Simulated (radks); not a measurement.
The platinum anion Pt2-, [Hg], held by a Watson sphere: a shell of charge +2 at radius R that stands for the Madelung well of a crystal (potential energy -2/R inside, -2/r outside, in hartree with lengths in bohr). Calculated with a radial shooting solver on a logarithmic mesh with Libxc functionals: scalar-relativistic Kohn-Sham, LB94 model potential, spin-polarised, spherical densities, point nucleus. Response by self-consistent Sternheimer equations with the Hartree and adiabatic LDA kernel, the relativistic mass of each level held fixed and spin-orbit coupling left out. The sphere does not respond.

\begin{tabular}{lrrrrrrr}
R (bohr) & e(5p) (eV) & e(6s) (eV) & e(5d) (eV) & <r> 5d (bohr) & sum of <r^2> (bohr^2) & X-ray form factor at sin(theta)/lambda = 0.1 1/angstrom & alpha (bohr^3) \\ \hline
3.63 & -58.105 & -9.360 & -8.370 & 1.813 & 82.80 & 74.970 & 65.69 \\
4.17 & -57.093 & -8.308 & -7.294 & 1.829 & 86.18 & 74.877 & 81.11 \\
4.42 & -56.670 & -7.863 & -6.852 & 1.835 & 87.62 & 74.844 & 88.97 \\
4.88 & -55.959 & -7.117 & -6.119 & 1.843 & 90.07 & 74.794 & 104.7 \\
5.5 & -55.129 & -6.246 & -5.271 & 1.851 & 93.04 & 74.747 & 128.6 \\
5.53 & -55.092 & -6.207 & -5.233 & 1.851 & 93.17 & 74.745 & 129.8 \\
6.38 & -54.158 & -5.232 & -4.288 & 1.860 & 96.75 & 74.707 & 168.9 \\
\end{tabular}
